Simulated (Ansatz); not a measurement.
The first iterations of a band of ClH5NO3Ta + H3P (15 atoms, charge 0, multiplicity 1).

The calculation used RKS PBE/def2-SVP (Ansatz 0.2.0).

| Property | Result |
| --- | --- |
| movable images | 7 |
| climbing image | yes |
| spring | 5.0 eV/Å² |
| optimiser | quadratic models (default) |
| start path | through a guess of the saddle point |
| force threshold | 0.05 eV/Å |
| iteration limit | 60 |
| end points | relaxed |

First end point:

```xyz
15
Properties=species:S:1:pos:R:3
Ta -0.028 -0.536 -0.523
Cl 1.984 -1.760 -1.160
O 0.931 -0.377 1.161
H 1.743 -0.841 1.427
O -0.616 -1.019 -2.281
H -0.295 -1.611 -2.982
O -0.299 1.343 -0.691
H -0.086 1.959 0.056
N -1.547 -1.448 0.367
H -1.654 -1.525 1.382
H -2.376 -1.795 -0.124
P 0.813 2.717 2.082
H 0.392 2.028 3.268
H 0.914 4.001 2.725
H 2.202 2.398 2.251
```

Last end point:

```xyz
15
Properties=species:S:1:pos:R:3
Ta -0.691 0.533 0.238
Cl 3.159 -1.078 -0.483
O -1.290 0.675 2.066
H -0.989 0.723 2.987
O 0.381 0.337 -1.326
H 1.290 0.044 -1.534
O -2.099 1.585 -0.545
H -2.978 1.777 -0.176
N -0.835 -1.448 0.403
H -1.311 -1.921 1.177
H -0.587 -2.109 -0.340
P 1.293 1.915 1.253
H 1.665 1.118 2.392
H 2.478 1.608 0.494
H 2.591 -0.223 0.352
```

| iteration | highest image above the first end (eV) | largest band force component (eV/Å) |
| --- | --- | --- |
| 1 | 16.888 | 88.038 |
| 2 | 4.144 | 19.491 |
| 3 | 2.833 | 12.107 |
| 4 | 1.952 | 4.425 |
| 5 | 1.733 | 1.342 |
| 6 | 1.651 | 1.141 |
| 7 | 1.591 | 1.750 |
| 8 | 1.542 | 0.773 |
| 9 | 1.460 | 0.838 |
| 10 | 1.409 | 0.663 |
| 11 | 1.364 | 0.721 |
| 12 | 1.360 | 0.668 |
| 13 | 1.359 | 0.497 |

Q: Does the band converge within its limit, and where does its top end?

A: The run converged. It ended after 41 iterations with the highest image 1.372 eV above the first end. The profile has 2 maxima (images 4, 7) with wells between them (image 5): this band takes more than one step, which may be the mechanism or a detour left from its start path. A vibrational analysis at the climbing image gives one clearly imaginary mode, 68i cm⁻¹: a first-order saddle point. The orbitals stay closed-shell, which can raise the energy where a bond breaks towards radicals; this wasn't checked here.

Run time: 12 min on 4 threads of Arm Neoverse V2, with other jobs on the host, peak memory 0.28 GiB.
